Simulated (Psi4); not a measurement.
C₄F₅ (SMILES FC(F)=[C]C(F)=C(F)F), doublet (typed; the unrestricted solution is spin-contaminated), geometry from GFN2-xTB; Psi4 with MP2/STO-3G.

The Psi4 input:
```
memory 2 GB

molecule {
0 2
  F     2.75303862    0.84141409    0.27355721
  C     1.86621234   -0.12970003    0.44673461
  F     2.38997822   -1.05521826    1.23957711
  C     0.66828368   -0.14622884   -0.03593613
  C    -0.54593179   -0.20717033   -0.61192545
  F    -0.67920932   -0.79433365   -1.81482069
  C    -1.71329410    0.29617516   -0.06241471
  F    -2.89647638    0.23277077   -0.63157634
  F    -1.75084455    0.89998307    1.10895717
}

set basis sto-3g
set reference uhf

energy('mp2')
print_variables()
```

Problem. Write the output that Psi4 gives for this input, abridged.

Solution. 
```
    SCF Algorithm Type (re)set to DF.

   => Loading Basis Set <=

    Name: STO-3G
    Role: ORBITAL
    Keyword: BASIS

         ---------------------------------------------------------
                                   SCF
               by Justin Turney, Rob Parrish, Andy Simmonett
                          and Daniel G. A. Smith
                              UHF Reference
         ---------------------------------------------------------

  ==> Geometry <==

    Molecular point group: c1
    Full point group: C1

    Geometry (in Angstrom), charge = 0, multiplicity = 2:

       Center              X                  Y                   Z               Mass
    ------------   -----------------  -----------------  -----------------  -----------------
         F            2.754319951604     0.840543993108     0.272330470007    18.998403162730
         C            1.867493671604    -0.130570126892     0.445507870007    12.000000000000
         F            2.391259551604    -1.056088356892     1.238350370007    18.998403162730
         C            0.669565011604    -0.147098936892    -0.037162869993    12.000000000000
         C           -0.544650458396    -0.208040426892    -0.613152189993    12.000000000000
         F           -0.677927988396    -0.795203746892    -1.816047429993    18.998403162730
         C           -1.712012768396     0.295305063108    -0.063641449993    12.000000000000
         F           -2.895195048396     0.231900673108    -0.632803079993    18.998403162730
         F           -1.749563218396     0.899112973108     1.107730430007    18.998403162730

  Running in c1 symmetry.

  Rotational constants: A =      0.10013  B =      0.02647  C =      0.02352 [cm^-1]
  Rotational constants: A =   3001.68600  B =    793.50605  C =    705.16297 [MHz]
  Nuclear repulsion =  432.664813679836357

  Charge       = 0
  Multiplicity = 2
  Electrons    = 69
  Nalpha       = 35
  Nbeta        = 34

  ==> Algorithm <==

  SCF Algorithm Type is DF.
  DIIS enabled.
  MOM disabled.
  Fractional occupation disabled.
  Guess Type is SAD.
  Energy threshold   = 1.00e-08
  Density threshold  = 1.00e-08
  Integral threshold = 1.00e-12

  ==> Primary Basis <==

  Basis Set: STO-3G
    Blend: STO-3G
    Number of shells: 27
    Number of basis functions: 45
    Number of Cartesian functions: 45
    Spherical Harmonics?: true
    Max angular momentum: 1

   => Loading Basis Set <=

    Name: (STO-3G AUX)
    Role: JKFIT
    Keyword: DF_BASIS_SCF

  ==> Integral Setup <==

  SCF_SUBTYPE=INCORE selected. In-core MEM_DF algorithm will be used.
  Using in-core AOs.

  ==> MemDFJK: Density-Fitted J/K Matrices <==

    J tasked:                   Yes
    K tasked:                   Yes
    wK tasked:                   No
    Algorithm:                 Core
    Schwarz Cutoff:           1E-12
    Mask sparsity (%):      10.8642
    Fitting Condition:        1E-10

   => Auxiliary Basis Set <=

  Basis Set: (STO-3G AUX)
    Blend: DEF2-UNIVERSAL-JKFIT
    Number of shells: 225
    Number of basis functions: 685
    Number of Cartesian functions: 821
    Spherical Harmonics?: true
    Max angular momentum: 4

  Minimum eigenvalue in the overlap matrix is 1.7440374798E-01.
  Reciprocal condition number of the overlap matrix is 8.2790025355E-02.
    Using symmetric orthogonalization.

  ==> Pre-Iterations <==

  SCF Guess: Superposition of Atomic Densities via on-the-fly atomic UHF (no occupation information).

   -------------------------
    Irrep   Nso     Nmo
   -------------------------
     A         45      45
   -------------------------
    Total      45      45
   -------------------------

  ==> Iterations <==

                           Total Energy        Delta E     RMS |[F,P]|

   @DF-UHF iter SAD:  -636.08934249496781   -6.36089e+02   0.00000e+00
   @DF-UHF iter   1:  -639.35496760653621   -3.26563e+00   1.37587e-02 DIIS/ADIIS
   @DF-UHF iter   2:  -639.61876938040450   -2.63802e-01   5.39016e-03 DIIS/ADIIS
   @DF-UHF iter   3:  -639.65786472037610   -3.90953e-02   1.57916e-03 DIIS/ADIIS
   @DF-UHF iter   4:  -639.66900266016205   -1.11379e-02   1.07897e-03 DIIS/ADIIS
   @DF-UHF iter   5:  -639.67481586206804   -5.81320e-03   6.37111e-04 DIIS/ADIIS
   @DF-UHF iter   6:  -639.67821191901328   -3.39606e-03   3.66621e-04 DIIS/ADIIS
   @DF-UHF iter   7:  -639.67926996399615   -1.05804e-03   3.17866e-04 DIIS/ADIIS
   @DF-UHF iter   8:  -639.68023077308453   -9.60809e-04   2.96698e-04 DIIS/ADIIS
   @DF-UHF iter   9:  -639.68225006313799   -2.01929e-03   2.30619e-04 DIIS/ADIIS
   @DF-UHF iter  10:  -639.68348543998570   -1.23538e-03   1.10531e-04 DIIS/ADIIS
   @DF-UHF iter  11:  -639.68340111176553    8.43282e-05   1.07846e-04 DIIS/ADIIS
   @DF-UHF iter  12:  -639.68362966315738   -2.28551e-04   1.27303e-05 DIIS
   @DF-UHF iter  13:  -639.68362875980461    9.03353e-07   1.25549e-05 DIIS
   @DF-UHF iter  14:  -639.68363117467766   -2.41487e-06   1.59755e-06 DIIS
   @DF-UHF iter  15:  -639.68363118611330   -1.14356e-08   6.39138e-07 DIIS
   @DF-UHF iter  16:  -639.68363118751915   -1.40585e-09   3.26347e-07 DIIS
   @DF-UHF iter  17:  -639.68363118902255   -1.50339e-09   6.69483e-08 DIIS
   @DF-UHF iter  18:  -639.68363118898083    4.17231e-11   6.74470e-08 DIIS
   @DF-UHF iter  19:  -639.68363118905381   -7.29869e-11   1.36195e-08 DIIS
   @DF-UHF iter  20:  -639.68363118905563   -1.81899e-12   4.04097e-09 DIIS
  Energy and wave function converged.

  ==> Post-Iterations <==

   @Spin Contamination Metric:   5.200779346E-01
   @S^2 Expected:                7.500000000E-01
   @S^2 Observed:                1.270077935E+00
   @S   Expected:                5.000000000E-01
   @S   Observed:                5.000000000E-01

    Orbital Energies [Eh]
    ---------------------

    Alpha Occupied:

[...]
    Alpha Virtual:

[...]
      45A      1.257061

    Beta Occupied:

[...]
      34A     -0.309570

    Beta Virtual:

[...]
    Final Occupation by Irrep:
              A
    DOCC [    34 ]
    SOCC [     1 ]
    NA   [    35 ]
    NB   [    34 ]

  @DF-UHF Final Energy:  -639.68363118905563

   => Energetics <=

    Nuclear Repulsion Energy =            432.6648136798363566
    One-Electron Energy =               -1755.1771834065157236
    Two-Electron Energy =                 682.8287385376238490
    Total Energy =                       -639.6836311890556317

  UHF NO Occupations:
  HONO-2 :   33  A 1.8749033
  HONO-1 :   34  A 1.8636186
  HONO-0 :   35  A 1.0000000
  LUNO+0 :   36  A 0.1363814
  LUNO+1 :   37  A 0.1250967
  LUNO+2 :   38  A 0.0062820
  LUNO+3 :   39  A 0.0027981

Computation Completed

Properties will be evaluated at   0.000000,   0.000000,   0.000000 [a0]

Properties computed using the SCF density matrix

 Multipole Moments:

 ------------------------------------------------------------------------------------
     Multipole            Electronic (a.u.)      Nuclear  (a.u.)        Total (a.u.)
 ------------------------------------------------------------------------------------

 L = 1.  Multiply by 2.5417464519 to convert [e a0] to [Debye]
 Dipole X            :         -0.2271159            0.1670744           -0.0600415
 Dipole Y            :          0.1402997           -0.1134530            0.0268467
 Dipole Z            :          0.1900997           -0.1599559            0.0301439
 Magnitude           :                                                    0.0723490

 ------------------------------------------------------------------------------------

  //>>>>>>>>>>>>>>>>>>>>>>>>>>>>>>>>>>>//
  //               DFMP2               //
  //<<<<<<<<<<<<<<<<<<<<<<<<<<<<<<<<<<<//

   => Loading Basis Set <=

    Name: (STO-3G AUX)
    Role: RIFIT
    Keyword: DF_BASIS_MP2

	 --------------------------------------------------------
	                          DF-MP2
	      2nd-Order Density-Fitted Moller-Plesset Theory

	        Rob Parrish, Justin Turney, Andy Simmonett,
	           Ed Hohenstein, and C. David Sherrill
	 --------------------------------------------------------

	 --------------------------------------------------------
	                 NBF =    45, NAUX =   432
	 --------------------------------------------------------
	   CLASS    FOCC     OCC    AOCC    AVIR     VIR    FVIR
	   ALPHA       0      35      35      10      10       0
	    BETA       0      34      34      11      11       0
	 --------------------------------------------------------

	-----------------------------------------------------------
	 ==================> DF-MP2 Energies <====================
	-----------------------------------------------------------
	 Reference Energy          =    -639.6836311890556317 [Eh]
	 Singles Energy            =      -0.0000000000000000 [Eh]
	 Same-Spin Energy          =      -0.0522054622185649 [Eh]
	 Opposite-Spin Energy      =      -0.2021986401910281 [Eh]
	 Correlation Energy        =      -0.2544041024095930 [Eh]
	 Total Energy              =    -639.9380352914652121 [Eh]
	-----------------------------------------------------------
	 ================> DF-SCS-MP2 Energies <==================
	-----------------------------------------------------------
	 SCS Same-Spin Scale       =       0.3333333333333333 [-]
	 SCS Opposite-Spin Scale   =       1.2000000000000000 [-]
	 SCS Same-Spin Energy      =      -0.0174018207395216 [Eh]
	 SCS Opposite-Spin Energy  =      -0.2426383682292337 [Eh]
	 SCS Correlation Energy    =      -0.2600401889687554 [Eh]
	 SCS Total Energy          =    -639.9436713780244190 [Eh]
	-----------------------------------------------------------

  Variable Map:
  ----------------------------------------------------------------------------
[...]
  Array Variable Map:
  ----------------------------------------------------------------------------
[...]
[...]
```
